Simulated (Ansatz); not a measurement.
System: GaH₂Br, charge 0, singlet. GaH2Br (SMILES [GaH2][Br]).
B3LYP-D3(BJ)/def2-TZVP minimum from Ansatz (a quantum-chemistry and plane-wave program):
```
Ga
H 1 1.5575
H 1 1.5575 2 129.48
Br 1 2.3131 2 115.26 3 -180.00
```

Total energies in cc-pVTZ, 12 correlated electrons, 28 frozen orbitals. UHF or UKS for unpaired electrons; spin-orbit terms are left out. Correlated methods leave the cores frozen (noble-gas shells, and filled d and f shells in the p block). No relativity. Spin-orbit terms, left out, reach several kcal/mol for Br and I, and more for heavier atoms.

```tsv
method	program	energy (Eh)	minus CCSDT(Q) (mEh)
HF	Ansatz	-4496.96262	278.48
MP2	Ansatz	-4497.20146	39.64
CCSD	Ansatz	-4497.23094	10.16
CCSD(T)	Ansatz	-4497.23997	1.12
CCSDT(Q)	Ansatz	-4497.24110	0.00
```

Rough core times of Ansatz's runs on a shared machine: CCSD(T) under 20 s, CCSDT(Q) 4 min.
